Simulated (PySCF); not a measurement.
**Potential energy of NaSn along the bond**

Set-up: basis Na cc-pVDZ, Sn cc-pVDZ-PP with ECP28; scalar-relativistic core potentials; PySCF 2.14. Energies in eV from Na + Sn in their ground configurations at the same level. State: ⁴Σ⁻ (quartet), unpaired electrons σ ↑, π ↑↑.

```csv
R (Å),UHF
2.521,-0.4162
2.638,-0.6090
2.755,-0.7214
2.843,-0.7663
2.931,-0.7854
3.019,-0.7843
3.136,-0.7593
3.283,-0.7019
3.459,-0.6106
3.693,-0.4757
```

Problem. Put a parabola through the three lowest points of the UHF curve and estimate Re, k and ωe (reduced mass 19.29 u; 1 eV/Å² = 0.16022 mdyn/Å; ωe = 1302.8·√(k/μ) cm⁻¹).

Solution. Through R = 2.843, 2.931, 3.019 Å the second-order coefficient is 1.30 eV/Å², so Re ≈ 2.970 Å, k ≈ 0.418 mdyn/Å and ωe ≈ 192 cm⁻¹. A polynomial fit of higher order to the unrounded UHF energies gives Re = 2.969 Å, k = 0.373 mdyn/Å, ωe = 181 cm⁻¹; anharmonicity and rounding make the difference.

The higher-order fit for each curve: UHF: Re = 2.969 Å, ωe = 181 cm⁻¹, De = 0.79 eV.

These are scalar-relativistic numbers at best; spin–orbit coupling would shift them, the dissociation energy most. Hartree–Fock leaves out correlation, which carries a large part of most bond energies and some tenths to 1 eV of ionisation energies. The state is the lowest determinant that a PBE0 search found; another state may lie lower at other levels.
